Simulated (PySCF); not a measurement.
Species: CH7NOSi.
Z-matrix (Å and degrees, PBE0-D3(BJ)/def2-SVP geometry), rows numbered from 1:
```
C 
N   1  1.4416
Si  2  1.7204  1  126.41
O   3  1.6716  2  117.48  1    87.94
H   1  1.1016  2  109.61  3    20.02
H   1  1.1038  2  111.86  3   138.12
H   1  1.1071  2  113.89  3   -99.89
H   2  1.0143  1  114.05  3   165.46
H   3  1.4963  2  105.10  1   -34.09
H   3  1.4853  2  108.20  1  -155.93
H   4  0.9614  3  116.38  2   -66.25
```

Theory: MP2 and CCSD/aug-cc-pVDZ in PySCF, restricted Hartree–Fock reference, frozen core, non-relativistic, gas phase, PBE0-D3(BJ)/def2-SVP geometry.

E(HF) = -460.26801 Eh.

(1) How large is the problem?

(2) What are the MP2 and CCSD correlation energies?

(3) What is the T1 diagnostic?

(4) How does correlation change the dipole moment?

## Answers

(1) 159 basis functions and 42 electrons; 8 orbitals frozen, which leaves o = 13 correlated occupied and v = 138 virtual orbitals. That is o·v = 1794 singles and o·v(o·v + 1)/2 = 1610115 distinct closed-shell doubles amplitudes before symmetry; the costliest CCSD step grows as o²v⁴ = 6.1 × 10^10.

(2) MP2 -0.6433 Eh and CCSD -0.6877 Eh, which gives totals of -460.91135 and -460.95568 Eh. That is 0.720 eV for each correlated electron at CCSD (1805 kJ/mol in all, 0.149 % of the total energy); MP2 gives 93.6 % of the CCSD value.

(3) 0.0124, below the customary warning level of 0.02. It is the norm of the spatial-orbital singles amplitudes over the root of the number of correlated electrons, so the norm is 0.063.

(4) HF gives 2.07 D and CCSD (unrelaxed density) 2.03 D, a change of -0.04 D.

No triples correction and no basis-set extrapolation were made.

One conformer stands for the species.
